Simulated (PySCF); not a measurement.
Mg(Br)(OH), HBrMgO, SMILES [Br][Mg][OH] (CAM-B3LYP/def2-SVP optimised geometry):

```
4

Mg    -0.182     0.005     0.000
Br    -2.517     0.011    -0.010
O      1.564     0.005     0.000
H      2.517    -0.011     0.022
```

Calculation: CAM-B3LYP/def2-TZVP (PySCF).

Task: What are the frontier orbital energies and the dipole moment?

Result: HOMO-2 -9.95 eV, HOMO-1 -9.52 eV, HOMO -9.52 eV, LUMO -0.72 eV, LUMO+1 1.06 eV; dipole moment 2.11 D.

On the same geometry PBE/def2-TZVP in PySCF 2.14.0 gives HOMO-2 -6.98 eV, HOMO-1 -6.68 eV, HOMO -6.68 eV, LUMO -2.17 eV, LUMO+1 -0.32 eV; dipole moment 1.94 D.

Meta-Löwdin charges at CAM-B3LYP/def2-TZVP: Mg1 1.53, Br2 -0.73, O3 -1.15, H4 0.35.
